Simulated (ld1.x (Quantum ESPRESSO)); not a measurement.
Configuration tests for technetium (Tc) (TM)

technetium (Tc), norm-conserving Troullier–Martins (Kleinman–Bylander form), made with ld1.x (Quantum ESPRESSO) 7.5 (PBEsol, scalar-relativistic). Core [Ar] 3d10, reference 4s2 4p6 4d5 5s2 5p0. Waves: 4p (bound): rc 1.10 bohr; 4d (bound): rc 1.70 bohr; 4s (bound): rc 1.10 bohr. Local part: the s channel. Core correction: none.

Occupied shells without a wave of their own: 5s. They enter only through the test configuration that unscreens the potential.

Energies are relative to the spin-unpolarised reference configuration 4s2 4p6 4d5 5s2 5p0; without spin polarisation the order of configurations can differ from experiment.

| valence configuration | charge | ΔE all-electron (eV) | error AE − PS (meV) |
| --- | --- | --- | --- |
| 4s2 4p6 4d5 5s1 5p0 | +1 | 8.196 | -100 |
| 4s2 4p6 4d5 5s0 5p0 | +2 | 23.036 | -253 |
| 4s2 4p6 4d4 5s0 5p0 | +3 | 51.726 | -356 |
| 4s2 4p6 4d5 5s0 5p2 | 0 | 7.786 | -104 |
| 4s2 4p6 4d4 5s2 5p1 | 0 | 6.613 | +53 |
| 4s2 4p6 4d5.5 5s1.5 5p0 | 0 | -0.621 | -35 |

Q: What are ΔE and the potential's error for 4s2 4p6 4d5 5s1 5p1?

A: ΔE = 3.802 eV all-electron; the error (AE − PS) is -51 meV.

ld1.x printed “convergence not achieved” for 7 of the counted tests; their residual had stalled under 1e-8, short of the target of 1e-14. The 5s level has no wave, so the channel is fitted at the deeper level alone: the likely source of the large errors.
